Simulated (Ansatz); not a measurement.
`N[SiH]([SiH3])BF` and `N[SiH]([SiH3])CCl` differ in one atom or group.

Ansatz, PBE0-D4/def2-TZVP geometries, multiplicity 1. Each molecule was computed in one conformer, which needn't be the lowest.

```
                                        property  `N[SiH]([SiH3])BF`
           LUMO energy (ωB97M-V/def2-TZVPP) / eV                0.22
               LUMO energy (PBE/def2-TZVPP) / eV               -2.65
             HOMO energy (B3LYP/def2-TZVPP) / eV               -6.81
             HOMO–LUMO gap (PBE/def2-TZVPP) / eV                3.14
size of the dipole moment (B3LYP/def2-TZVPP) / D                1.00
           HOMO energy (ωB97M-V/def2-TZVPP) / eV               -9.12
```

(1) Give the same properties after the change, and the shifts. (An estimate is asked.)

## Answers

(1) The calculation gave: 
| property | `N[SiH]([SiH3])CCl` | shift |
| --- | --- | --- |
| LUMO energy (ωB97M-V/def2-TZVPP) / eV | 1.43 | 1.21 |
| LUMO energy (PBE/def2-TZVPP) / eV | -1.06 | 1.59 |
| HOMO energy (B3LYP/def2-TZVPP) / eV | -7.04 | -0.23 |
| HOMO–LUMO gap (PBE/def2-TZVPP) / eV | 4.88 | 1.74 |
| size of the dipole moment (B3LYP/def2-TZVPP) / D | 3.00 | 2.00 |
| HOMO energy (ωB97M-V/def2-TZVPP) / eV | -9.48 | -0.36 |

With PBE0 the HOMO falls by 0.25 eV and the LUMO rises by 1.50 eV, so the gap widens by about 1.75 eV. PBE moves the HOMO by -0.15 eV and ωB97M-V by -0.36 eV. Dipoles are sizes alone; their direction can turn.

B3LYP here is the variant with VWN-RPA as its local correlation; programs differ in this.
